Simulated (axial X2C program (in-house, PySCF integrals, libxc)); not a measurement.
## Excited states of KCl by EOM-EE-CCSD

Computed with an axial X2C code built on PySCF integrals: two-component X2C with atomic mean-field Coulomb and Gaunt terms, Gaussian nuclei, basis K dyall-acv3z, Cl dyall-av3z with contracted cores.

R = 2.668 Å (near the PBE0 minimum at charge 0 of the determinant lowest at the starting distance; the state shown can have its own minimum elsewhere).

Hartree–Fock spinors of KCl (one of each Kramers pair; a window near the gap, which can cut inner shells):

```json
{"ω": "1/2", "occupied": "yes", "ε (eV)": "-26.06", "character": "96% K p, 4% Cl s"}
{"ω": "3/2", "occupied": "yes", "ε (eV)": "-25.89", "character": "100% K p"}
{"ω": "1/2", "occupied": "yes", "ε (eV)": "-24.81", "character": "61% Cl s, 34% K p, 3% K d"}
{"ω": "1/2", "occupied": "yes", "ε (eV)": "-9.45", "character": "91% Cl p, 3% K d, 3% K p"}
{"ω": "1/2", "occupied": "yes", "ε (eV)": "-9.20", "character": "95% Cl p, 3% K d"}
{"ω": "3/2", "occupied": "yes", "ε (eV)": "-9.13", "character": "96% Cl p, 3% K d"}
{"ω": "1/2", "occupied": "no", "ε (eV)": "-0.39", "character": "67% K s, 32% K p"}
{"ω": "1/2", "occupied": "no", "ε (eV)": "0.12", "character": "95% K p, 5% K d"}
{"ω": "3/2", "occupied": "no", "ε (eV)": "0.12", "character": "95% K p, 5% K d"}
{"ω": "1/2", "occupied": "no", "ε (eV)": "0.12", "character": "56% K p, 44% K s"}
{"ω": "1/2", "occupied": "no", "ε (eV)": "0.35", "character": "54% K s, 41% K p, 5% K d"}
{"ω": "1/2", "occupied": "no", "ε (eV)": "0.45", "character": "82% K p, 17% K d"}
```

Vertical excitation energies from the closed-shell determinant state of KCl:

```json
{"Ω": "2", "excitation (eV)": "5.193", "cm⁻¹": "41888", "hole of the leading pair": "96% Cl pπ", "particle of the leading pair": "75% K sσ, 21% K pσ", "weight of the pair (for Ω = 0 its time-reversed partner can hold as much again)": "0.95", "singles weight": "0.95"}
{"Ω": "1", "excitation (eV)": "5.201", "cm⁻¹": "41950", "hole of the leading pair": "96% Cl pπ", "particle of the leading pair": "75% K sσ, 21% K pσ", "weight of the pair (for Ω = 0 its time-reversed partner can hold as much again)": "0.92", "singles weight": "0.95"}
{"Ω": "0⁻", "excitation (eV)": "5.239", "cm⁻¹": "42254", "hole of the leading pair": "75% Cl pπ, 19% Cl pσ", "particle of the leading pair": "75% K sσ, 21% K pσ", "weight of the pair (for Ω = 0 its time-reversed partner can hold as much again)": "0.47", "singles weight": "0.95"}
{"Ω": "1", "excitation (eV)": "5.247", "cm⁻¹": "42323", "hole of the leading pair": "72% Cl pπ, 22% Cl pσ", "particle of the leading pair": "75% K sσ, 21% K pσ", "weight of the pair (for Ω = 0 its time-reversed partner can hold as much again)": "0.92", "singles weight": "0.95"}
{"Ω": "0⁺", "excitation (eV)": "5.249", "cm⁻¹": "42338", "hole of the leading pair": "87% Cl pπ, 8% Cl pσ", "particle of the leading pair": "75% K sσ, 21% K pσ", "weight of the pair (for Ω = 0 its time-reversed partner can hold as much again)": "0.47", "singles weight": "0.95"}
{"Ω": "0⁻", "excitation (eV)": "5.360", "cm⁻¹": "43233", "hole of the leading pair": "71% Cl pσ, 21% Cl pπ", "particle of the leading pair": "75% K sσ, 21% K pσ", "weight of the pair (for Ω = 0 its time-reversed partner can hold as much again)": "0.47", "singles weight": "0.95"}
{"Ω": "1", "excitation (eV)": "5.362", "cm⁻¹": "43250", "hole of the leading pair": "69% Cl pσ, 23% Cl pπ", "particle of the leading pair": "75% K sσ, 21% K pσ", "weight of the pair (for Ω = 0 its time-reversed partner can hold as much again)": "0.94", "singles weight": "0.95"}
{"Ω": "0⁺", "excitation (eV)": "5.420", "cm⁻¹": "43719", "hole of the leading pair": "82% Cl pσ, 9% Cl pπ", "particle of the leading pair": "75% K sσ, 22% K pσ", "weight of the pair (for Ω = 0 its time-reversed partner can hold as much again)": "0.47", "singles weight": "0.94"}
{"Ω": "1", "excitation (eV)": "6.638", "cm⁻¹": "53538", "hole of the leading pair": "96% Cl pπ", "particle of the leading pair": "92% K pπ, 6% K dπ", "weight of the pair (for Ω = 0 its time-reversed partner can hold as much again)": "0.87", "singles weight": "0.95"}
{"Ω": "0⁻", "excitation (eV)": "6.639", "cm⁻¹": "53544", "hole of the leading pair": "96% Cl pπ", "particle of the leading pair": "92% K pπ, 6% K dπ", "weight of the pair (for Ω = 0 its time-reversed partner can hold as much again)": "0.43", "singles weight": "0.95"}
{"Ω": "3", "excitation (eV)": "6.645", "cm⁻¹": "53597", "hole of the leading pair": "96% Cl pπ", "particle of the leading pair": "92% K pπ, 7% K dπ", "weight of the pair (for Ω = 0 its time-reversed partner can hold as much again)": "0.95", "singles weight": "0.95"}
{"Ω": "2", "excitation (eV)": "6.646", "cm⁻¹": "53607", "hole of the leading pair": "96% Cl pπ", "particle of the leading pair": "92% K pπ, 7% K dπ", "weight of the pair (for Ω = 0 its time-reversed partner can hold as much again)": "0.95", "singles weight": "0.95"}
{"Ω": "2", "excitation (eV)": "6.704", "cm⁻¹": "54068", "hole of the leading pair": "87% Cl pπ, 8% Cl pσ", "particle of the leading pair": "92% K pπ, 7% K dπ", "weight of the pair (for Ω = 0 its time-reversed partner can hold as much again)": "0.95", "singles weight": "0.95"}
```

This point took 81 s on 1 thread of Arm Neoverse V1, with other jobs on the host.

Reference electrons by ω block (each with its −ω partner): 1/2: 14, 3/2: 4. 16 electrons of KCl correlated (inner shells frozen), 88 natural virtual spinors (a truncated set); levels can be off by some tenths of an eV. Roots sought by Ω: (0: 5, 1: 4, 2: 3, 3: 1); the list ends where they run out and leaves out roots under 60 % singles weight. The solver can skip a root, and states that need a further excitation, which the method places far too high, are missing though they may lie low or lowest. T1 of the reference 0.004 (Lee–Taylor). Number of frozen shells: K 2 s, 1 p; Cl 2 s, 1 p.
